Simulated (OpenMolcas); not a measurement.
An OpenMolcas run meant for Al+ (ANO-R3, X2C; inactive shells 1s 2s 2p; intended active space 2 electrons in 4 orbitals (3s 3p)). One step of its input:

```
&RASSCF
FileOrb=start.orb
Symmetry=1
Spin=3
nActEl=2 0 0
Inactive=2 3
Ras2=1 3
CIRoot=3 3 1
SDav=3
CIMx=300
Iter=71 100
PrWF=0.3
OrbListing=Nothing
MaxOrb=0
Atom
Thrs=1.0e-4 5.0e-1 5.0e-1
```

The run finished. Its levels beside those of a sound run (CASSCF), in eV above each run's lowest level:

| Level | This run | Usual run |
| --- | --- | --- |
| 3s² ¹S₀ | 0.0000 | 0.0000 |
| 3s 3p ³P°₀ | 4.4810 | 4.4771 |
| 3s 3p ³P°₁ | 4.4874 | 4.4835 |
| 3s 3p ³P°₂ | 4.5003 | 4.4964 |
| 3s 3p ¹P°₁ | 8.2750 | 8.2712 |
| 3p² ³P₀ | 11.5670 | 11.5631 |
| 3p² ³P₁ | 11.5733 | 11.5695 |
| 3p² ³P₂ | 11.5857 | 11.5819 |
| 3p² ¹D₂ | 12.6359 | 12.6326 |
| 3p² ¹S₀ | 15.0500 | 15.0381 |

Problem. Which setting is unsound, and how much does it matter here?

Solution. The convergence thresholds are far too loose, so the orbitals stop early. Against the sound run the excited levels shown move by 38 cm-1 on average and by 96 cm-1 at most.

Without dynamic correlation excited terms often stand tens of per cent too high (terms of higher spin than the ground term too low), and those without a measured partner can miss by more than the paired ones. The ¹D term of p² mixes with s d, which this space lacks. Only configurations of the active space appear.

° marks odd parity.
